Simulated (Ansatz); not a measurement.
**Nudged elastic band run: CH8AlBSi**

The input (input.yaml):

```yaml
crystal:
  periodic: [false, false, false]
  atoms:
    - { symbol: B, position_ang: [-1.67869, 1.792383, -0.278931] }
    - { symbol: Si, position_ang: [-1.388833, 0.24258, 0.918816] }
    - { symbol: Al, position_ang: [1.035707, -0.216769, 0.558886] }
    - { symbol: C, position_ang: [1.670287, -1.438186, -0.840673] }
    - { symbol: H, position_ang: [-1.9384, 1.63176, -1.447194] }
    - { symbol: H, position_ang: [-1.464203, 2.91796, 0.101744] }
    - { symbol: H, position_ang: [-1.588063, 0.518684, 2.376447] }
    - { symbol: H, position_ang: [-2.144779, -0.995181, 0.545989] }
    - { symbol: H, position_ang: [2.096178, 0.525246, 1.485654] }
    - { symbol: H, position_ang: [2.37014, -2.184383, -0.423812] }
    - { symbol: H, position_ang: [0.865257, -1.977818, -1.363786] }
    - { symbol: H, position_ang: [2.2423, -0.871576, -1.599238] }
basis:
  gaussian: { orbitals: def2-SVP }
hamiltonian:
  xc: b3lyp
neb:
  order_check: false
  images: 5
  f_tol: 0.03
  max_iterations: 60
  final_atoms:
    - { symbol: B, position_ang: [-1.77233789, 1.68809139, -0.28554861] }
    - { symbol: Si, position_ang: [-1.34112669, 0.24070823, 0.99612173] }
    - { symbol: Al, position_ang: [1.07573616, -0.14325189, 0.5144435] }
    - { symbol: C, position_ang: [1.67941624, -1.40740193, -0.86130335] }
    - { symbol: H, position_ang: [-2.0910601, 1.43221514, -1.42190688] }
    - { symbol: H, position_ang: [-1.58899263, 2.846349, 0.00225403] }
    - { symbol: H, position_ang: [-1.46425015, 0.61027413, 2.44153314] }
    - { symbol: H, position_ang: [-2.06113994, -1.05041315, 0.75648876] }
    - { symbol: H, position_ang: [2.15691577, 0.68859458, 1.33639755] }
    - { symbol: H, position_ang: [0.87221768, -2.0177554, -1.29641576] }
    - { symbol: H, position_ang: [2.16187351, -0.85252103, -1.68822678] }
    - { symbol: H, position_ang: [2.44964906, -2.09018905, -0.45993532] }
  initial_path:
    images:
      - { positions_ang: [[-1.67869, 1.792383, -0.278931], [-1.388833, 0.24258, 0.918816], [1.035707, -0.216769, 0.558886], [1.670287, -1.438186, -0.840673], [-1.9384, 1.63176, -1.447194], [-1.464203, 2.91796, 0.101744], [-1.588063, 0.518684, 2.376447], [-2.144779, -0.995181, 0.545989], [2.096178, 0.525246, 1.485654], [2.37014, -2.184383, -0.423812], [0.865257, -1.977818, -1.363786], [2.2423, -0.871576, -1.599238]] }
      - { positions_ang: [[-1.67844113, 1.6709225, -0.3206289], [-1.31910765, 0.26805205, 0.96073687], [1.03611486, -0.24795422, 0.60519186], [1.66516085, -1.37973501, -0.88077687], [-1.85305971, 1.44262667, -1.47947518], [-1.67375078, 2.80801089, 0.00189943], [-1.48456995, 0.6948755, 2.35832831], [-2.0918364, -0.95054342, 0.71714763], [2.12502731, 0.37157805, 1.6056109], [1.93193243, -2.18277912, -0.6396301], [1.02306202, -1.49945765, -1.51538605], [2.39636915, -1.05089623, -1.37911588]] }
      - { positions_ang: [[-1.67819226, 1.54946201, -0.36232681], [-1.24938231, 0.29352409, 1.00265774], [1.03652273, -0.27913943, 0.65149771], [1.6600347, -1.32128402, -0.92088075], [-1.76771942, 1.25349333, -1.51175637], [-1.88329856, 2.69806179, -0.09794513], [-1.3810769, 0.871067, 2.34020961], [-2.03889379, -0.90590584, 0.88830626], [2.15387661, 0.21791009, 1.7255678], [1.49372486, -2.18117525, -0.85544821], [1.18086705, -1.0210973, -1.6669861], [2.55043829, -1.23021646, -1.15899377]] }
      - { positions_ang: [[-1.67794339, 1.42800151, -0.40402471], [-1.17965696, 0.31899614, 1.0445786], [1.03693059, -0.31032465, 0.69780357], [1.65490854, -1.26283304, -0.96098462], [-1.68237913, 1.06436, -1.54403755], [-2.09284633, 2.58811268, -0.1977897], [-1.27758385, 1.0472585, 2.32209092], [-1.98595119, -0.86126826, 1.05946489], [2.18272592, 0.06424214, 1.84552471], [1.05551729, -2.17957137, -1.07126631], [1.33867207, -0.54273695, -1.81858615], [2.70450744, -1.4095367, -0.93887165]] }
      - { positions_ang: [[-1.70940823, 1.51469814, -0.36453268], [-1.23348021, 0.29290017, 1.02842631], [1.04986578, -0.25463373, 0.63668355], [1.66307777, -1.31102267, -0.92775753], [-1.81860612, 1.18697838, -1.50332733], [-1.9248951, 2.67419146, -0.13110845], [-1.33980595, 0.90159704, 2.36190499], [-2.01101411, -0.92431655, 0.95847285], [2.17412253, 0.27235962, 1.67581565], [0.99441742, -2.12563272, -1.14631613], [1.61307255, -0.64599831, -1.77513303], [2.61955465, -1.63642082, -0.77922621]] }
      - { positions_ang: [[-1.74087306, 1.60139476, -0.32504064], [-1.28730345, 0.2668042, 1.01227402], [1.06280097, -0.19894281, 0.57556352], [1.67124701, -1.3592123, -0.89453044], [-1.95483311, 1.30959676, -1.4626171], [-1.75694387, 2.76027023, -0.06442721], [-1.40202805, 0.75593558, 2.40171907], [-2.03607702, -0.98736485, 0.8574808], [2.16551915, 0.4804771, 1.5061066], [0.93331755, -2.07169406, -1.22136594], [1.88747303, -0.74925967, -1.73167991], [2.53460185, -1.86330493, -0.61958076]] }
      - { positions_ang: [[-1.77233789, 1.68809139, -0.28554861], [-1.34112669, 0.24070823, 0.99612173], [1.07573616, -0.14325189, 0.5144435], [1.67941624, -1.40740193, -0.86130335], [-2.0910601, 1.43221514, -1.42190688], [-1.58899263, 2.846349, 0.00225403], [-1.46425015, 0.61027413, 2.44153314], [-2.06113994, -1.05041315, 0.75648876], [2.15691577, 0.68859458, 1.33639755], [0.87221768, -2.0177554, -1.29641576], [2.16187351, -0.85252103, -1.68822678], [2.44964906, -2.09018905, -0.45993532]] }
```

Run as:

```bash
$ ansatz run input.yaml --threads 2 --pin off --max-ram 3072MiB --backend cpu --events-out ev --progress --plain --runs-dir out
```

Output, in part (warnings, iteration lines, the closing report on the highest movable image, with atoms numbered from 0):

```
NEB end point (image 0): max|allowed force component| = 1.171e-2 eV/Å (the criterion of neb.relax_end_points is 1.000e-2)
NEB end point (image 6): max|allowed force component| = 8.715e-3 eV/Å (the criterion of neb.relax_end_points is 1.000e-2)
NEB iter   1: max|band force component| = 1.427e1 eV/Å  barrier→ = 2.9681 eV  barrier← = 2.9680 eV  Δτ_max = 0.2000 Å  (176 SCF iters)
NEB iter   2: max|band force component| = 2.164e0 eV/Å  barrier→ = 0.1946 eV  barrier← = 0.1945 eV  Δτ_max = 0.2000 Å  (137 SCF iters)
NEB iter   3: max|band force component| = 8.388e-1 eV/Å  barrier→ = 0.0997 eV  barrier← = 0.0997 eV  Δτ_max = 0.0804 Å  (133 SCF iters)
NEB iter   4: max|band force component| = 2.719e-1 eV/Å  barrier→ = 0.0334 eV  barrier← = 0.0333 eV  CI = image 3  Δτ_max = 0.1505 Å  (125 SCF iters)
NEB iter   5: max|band force component| = 2.008e-1 eV/Å  barrier→ = 0.0286 eV  barrier← = 0.0286 eV  CI = image 3  Δτ_max = 0.0422 Å  (119 SCF iters)
NEB iter   6: max|band force component| = 6.007e-2 eV/Å  barrier→ = 0.0235 eV  barrier← = 0.0234 eV  CI = image 3  Δτ_max = 0.0800 Å  (114 SCF iters)
NEB iter   7: max|band force component| = 6.390e-2 eV/Å  barrier→ = 0.0182 eV  barrier← = 0.0181 eV  CI = image 3  Δτ_max = 0.0400 Å  (120 SCF iters)
NEB iter   8: max|band force component| = 6.040e-2 eV/Å  barrier→ = 0.0158 eV  barrier← = 0.0157 eV  CI = image 3  Δτ_max = 0.0400 Å  (116 SCF iters)
NEB iter   9: max|band force component| = 5.362e-2 eV/Å  barrier→ = 0.0134 eV  barrier← = 0.0133 eV  CI = image 3  Δτ_max = 0.0399 Å  (120 SCF iters)
NEB iter  10: max|band force component| = 7.103e-2 eV/Å  barrier→ = 0.0115 eV  barrier← = 0.0115 eV  CI = image 3  Δτ_max = 0.0200 Å  (120 SCF iters)
NEB iter  11: max|band force component| = 1.648e-1 eV/Å  barrier→ = 0.0104 eV  barrier← = 0.0103 eV  CI = image 3  Δτ_max = 0.0100 Å  (121 SCF iters)
NEB iter  12: max|band force component| = 5.602e-2 eV/Å  barrier→ = 0.0099 eV  barrier← = 0.0099 eV  CI = image 3  Δτ_max = 0.0200 Å  (114 SCF iters)
NEB iter  13: max|band force component| = 2.912e-2 eV/Å  barrier→ = 0.0091 eV  barrier← = 0.0090 eV  CI = image 3  Δτ_max = 0.0399 Å  (112 SCF iters)
NEB iter  14: max|band force component| = 9.007e-2 eV/Å  barrier→ = 0.0079 eV  barrier← = 0.0079 eV  CI = image 3  Δτ_max = 0.0297 Å  (25 SCF iters)
NEB iter  15: max|band force component| = 1.680e-2 eV/Å  barrier→ = 0.0074 eV  barrier← = 0.0073 eV  CI = image 3  Δτ_max = 0.0000 Å  (241 SCF iters)
Total energy: -16312.56608479 eV, -599.4757465615 hartree
Atom 0 at    -1.719934     1.579262    -0.379760 Å, force    -0.001846    -0.004017     0.003886 eV/Å
Atom 1 at    -1.308592     0.270874     1.050590 Å, force    -0.003070    -0.002018    -0.003563 eV/Å
Atom 2 at     1.106539    -0.210374     0.651177 Å, force    -0.000540    -0.002440    -0.000066 eV/Å
Atom 3 at     1.651582    -1.263954    -0.914340 Å, force     0.000701    -0.004406     0.000772 eV/Å
Atom 4 at    -1.990193     1.200809    -1.494299 Å, force    -0.002200     0.003816    -0.000232 eV/Å
Atom 5 at    -1.577189     2.765607    -0.206361 Å, force     0.004333     0.000904     0.000515 eV/Å
Atom 6 at    -1.478450     0.766929     2.451684 Å, force     0.000789     0.000521     0.000116 eV/Å
Atom 7 at    -2.026834    -1.037551     0.908444 Å, force     0.002348     0.000207    -0.001225 eV/Å
Atom 8 at     2.182346     0.337110     1.688871 Å, force    -0.000719     0.004563    -0.002328 eV/Å
Atom 9 at     1.232263    -2.285325    -0.861391 Å, force    -0.001080     0.001521     0.001079 eV/Å
Atom 10 at     1.259888    -0.822777    -1.848292 Å, force     0.001072     0.000572    -0.000143 eV/Å
Atom 11 at     2.745475    -1.355911    -1.012421 Å, force     0.000210     0.000778     0.001186 eV/Å
Dipole moment:     0.152061    -0.135520    -0.107189 e Å
```

It converged. The band force fell under the threshold earlier too, but the program's further tests of the path sent the band on. The top lies less than 8 meV above the higher end, about what the thresholds resolve: that end is a shoulder or a very shallow well. A vibrational analysis at the climbing image gives one clearly imaginary mode, 49i cm⁻¹: a first-order saddle point.

Final band (atoms are numbered from 1 in the order of the input):

| image | path coordinate (Å) | energy (kJ/mol) | dihedral Si2–Al3–C4–H10 (°) |
| --- | --- | --- | --- |
| 0 | 0.00 | 0.0 | -129 |
| 1 | 0.77 | 0.1 | -109 |
| 2 | 1.54 | 0.5 | -87 |
| 3 | 2.30 | 0.7 | -63 |
| 4 | 2.87 | 0.5 | -43 |
| 5 | 3.43 | 0.1 | -23 |
| 6 | 3.99 | 0.0 | -8 |

Run time: 2.9 min on 2 threads of Arm Neoverse V1, on a shared host, peak memory 0.21 GiB.
